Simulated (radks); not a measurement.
Problem. Successive ionisation energies (eV) of one element, from differences of total energies of ions in their ground configurations, starting at charge 44: 2361.3, 2419.7, 2493.2, 2553.6, 2613.3, 2884.9, 2952.0, 4918.5, 5056.8, 5196.2, 5336.4, 5477.3, 5658.1, 5804.5, 5951.9, 6100.1, 6248.9, 6865.2, 6996.5, 7125.9, 7293.4, 7427.4. All-electron calculation, scalar-relativistic Kohn-Sham, LDA (Slater exchange, VWN5 correlation), spin-polarised, spherical densities, finite nucleus; open shells are filled with parallel spins first (spin-orbit coupling, left out, can overturn this in heavy ions); Fermi nuclear charge, rms radius 5.4371 fm. Program: a radial shooting solver on a logarithmic mesh with Libxc functionals. Which element is it?

Solution. Gold (Z = 79). The first species listed is Au44+ in [Ar] 3d10 4s2 4p5, the last Au65+ in [Ne] 3s2 3p2.
